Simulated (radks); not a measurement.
Coulomb parameter of the 4f shell of the erbium ion Er3+ in the model configuration [Xe] 4f9.5 5d1.5, as a second difference U = [E(n + 1) + E(n - 1) - 2 E(n)] / (1)^2 with all orbitals relaxed. "Bare": the charge of the atom changes with n. "Screened": the 5d shell takes up the change at fixed total charge, which measures U(4f,4f) + U(5d,5d) - 2 U(4f,5d). Calculated with a radial shooting solver on a logarithmic mesh with Libxc functionals: scalar-relativistic Kohn-Sham, r2SCAN, spin-unpolarised, spherical densities, finite nucleus; meta-GGA in the generalised Kohn-Sham scheme; Fermi nuclear charge, rms radius 5.2516 fm.

case             configuration  E - E(n) (eV)
start         [Xe] 4f9.5 5d1.5          0.000
bare +1      [Xe] 4f10.5 5d1.5        -36.843
bare -1       [Xe] 4f8.5 5d1.5         57.790
screened +1  [Xe] 4f10.5 5d0.5        -16.412
screened -1   [Xe] 4f8.5 5d2.5         22.576

U(bare) = 20.947 eV, U(screened by 5d) = 6.163 eV, against the Slater integral F0(4f,4f) = 35.117 eV with frozen orbitals.
